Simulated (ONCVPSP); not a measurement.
Logarithmic derivatives: boron, ONCV

| Property | Result |
| --- | --- |
| Element | B (Z = 5) |
| Generator | ONCVPSP 4.0.1 |
| Type | optimised norm-conserving Vanderbilt (ONCV) |
| Functional | LDA (Perdew-Wang 92) |
| Relativity | scalar-relativistic |
| Frozen core | [He] |
| Valence charge | 3 |
| Reference configuration | 2s2 2p1 |
| Partial waves | 2s: rc 1.25 bohr, ncon 4, nbas 7, qcut 5.5 1/bohr, 2 projectors, debl 3.2 Ha; 2p: rc 1.85 bohr, ncon 5, nbas 9, qcut 4.5 1/bohr, 3 projectors, debl 0.6 Ha |
| Local potential | polynomial inside 0.90 bohr (lpopt 5, dvloc0 4 Ha) |
| Core correction | polynomial model core, fcfact 0.25 |

The phase is arctan(r·R′/R) of the radial function R(r), unwrapped; energies in Ha, scanned from -2 to 5 Ha. A pole is an energy at which the radial function vanishes at the test radius. The pseudo phase is shifted by a multiple of π to meet the all-electron one at the reference energy, and phase errors are pseudo minus all-electron; the curves can meet again beyond the range given. Levels narrower than the energy grid can be missing from the lists of poles. Where the grid stepped over a known ghost or core level, its pole and its step of π were put in at the level’s energy.

```json
{"channel": "s", "radius (bohr)": "1.27", "reference energy (Ha)": "-0.34", "poles, all-electron": "3.92", "poles, pseudo": "3.91", "unbroken range about the reference energy with phases within 0.05 rad": "the whole range", "phase error 1 Ha above the reference energy (rad)": "-0.000"}
{"channel": "p", "radius (bohr)": "1.88", "reference energy (Ha)": "-0.14", "poles, all-electron": "0.73", "poles, pseudo": "-0.98, 0.73", "unbroken range about the reference energy with phases within 0.05 rad": "above -1.0", "phase error 1 Ha above the reference energy (rad)": "+0.000"}
```

Note: ghosts flagged at negative energy: p at -26.7 eV; GHOST(+) flags only above 600 eV. A true bound ghost makes a file unfit for plane-wave use.

Phases in the p channel:

```csv
E (Ha),all-electron,pseudo
-1.98,1.165,4.307
-1.62,1.089,4.231
-1.26,0.961,4.102
-0.90,0.700,0.700
-0.54,0.070,0.070
-0.18,-0.825,-0.825
0.18,-1.278,-1.278
0.54,-1.491,-1.491
0.90,-1.631,-1.631
1.26,-1.760,-1.760
1.62,-1.929,-1.929
1.98,-2.256,-2.256
2.34,-3.067,-3.066
2.70,-3.938,-3.937
3.06,-4.287,-4.285
3.42,-4.442,-4.440
3.78,-4.529,-4.528
4.14,-4.588,-4.587
4.50,-4.632,-4.630
4.86,-4.667,-4.665
```
